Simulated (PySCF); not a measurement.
C₄H₁₀OPSi (doublet state).
Cartesian coordinates in Å at the GFN2-xTB level; atoms count from 1:
```
atom  x, y, z in Å
C1    -1.5219   -1.2013    1.4340
C2    -0.5803   -0.1910    0.9074
O3     0.7520   -0.2378    1.3387
Si4    1.4161    0.2418   -0.1169
P5     2.5851   -1.4345   -1.0352
C6    -0.4705    0.2977   -0.5045
C7    -1.0971    1.6610   -0.7656
H8    -1.3563   -1.3394    2.5004
H9    -1.3903   -2.1755    0.9442
H10   -2.5471   -0.8761    1.2653
H11    2.0652    1.5434    0.0565
H12    3.0724   -0.6564   -2.0702
H13    3.6986   -1.1977   -0.2486
H14   -0.8655   -0.4227   -1.2285
H15   -0.7384    2.3888   -0.0422
H16   -0.8482    2.0119   -1.7650
H17   -2.1809    1.5999   -0.6797
```

The hyperfine couplings belong to this conformer and change with its torsions.

The species is `C[C]1O[Si@@H](P)[C@@H]1C` [radical].

Computed, not measured: UKS B3LYP, pcH-1 on C H O P Si, non-relativistic, mean-field spin-orbit, GIAO in PySCF. Geometry: GFN2-xTB, one conformer, isolated molecule. A GFN2-xTB geometry isn't a minimum of the functional, and hyperfine couplings can be far from their values at a DFT geometry. Stability of the SCF solution: not tested.

Question: Break the g tensor into its mass correction, gauge correction and orbital-Zeeman/spin–orbit terms.

Answer: 
| Δg (ppm) | 1 | 2 | 3 |
| --- | --- | --- | --- |
| relativistic mass correction | -187 | -187 | -187 |
| gauge correction | -4 | 30 | 27 |
| orbital Zeeman/spin–orbit | -319 | 1325 | 1880 |
| total | -510 | 1168 | 1720 |

So g = 2.00181, 2.00349, 2.00404 and g_iso = 2.00311; the tensor is rhombic: the two nearest values differ by 25 % of g3 − g1. 

Question: What are the electron Larmor frequencies g μB B/h along the three axes at 350 mT?

Answer: 9.8062, 9.8145, 9.8172 GHz for g1, g2 and g3, a range of 10.9 MHz.

Question: How much does each term add to the isotropic shift?

Answer: The orbital-Zeeman/spin–orbit term 962, the mass correction -187 and the gauge correction 18 ppm, for a total of 793 ppm. The orbital-Zeeman/spin–orbit term is the largest in size. The mass correction is the same along every axis, so the anisotropy comes from the other two: their spans along these axes are 33 (gauge) and 2200 ppm (orbital Zeeman/spin–orbit).

Question: What effective moment and Curie constant follow for a powder?

Answer: With the mean of g² = 4.0125 and S(S+1) = 0.75: μ_eff = √(⟨g²⟩S(S+1)) = 1.735 μB and χT = 0.12505·⟨g²⟩·S(S+1) = 0.376 cm³ K/mol (cgs; spin-Hamiltonian part alone).

Question: In a frozen sample, at which fields do the three g values resonate at 9.5, 34, 94 and 263 GHz (hyperfine left aside), and which band first spreads them over more than twice a line width of 0.5 mT?

Answer: 
| band | GHz | B(g3) mT | B(g2) mT | B(g1) mT | spread mT |
| --- | --- | --- | --- | --- | --- |
| X | 9.5 | 338.69 | 338.79 | 339.07 | 0.38 |
| Q | 34.0 | 1212.16 | 1212.50 | 1213.51 | 1.35 |
| W | 94.0 | 3351.27 | 3352.20 | 3355.01 | 3.73 |
| J | 263.0 | 9376.44 | 9379.03 | 9386.89 | 10.45 |

The spread grows in proportion to the frequency. Q band is the first where it exceeds 1.0 mT.

The Mulliken spin populations are largest on C2 (+0.85), O3 (+0.10), H9 (+0.07) and C1 (-0.06). No atom but C2 exceeds +0.15. The angles at C2 add up to 348.9°, so it is slightly pyramidal.

The HOMO–LUMO gaps are 4.01 eV among the α and 6.63 eV among the β orbitals.
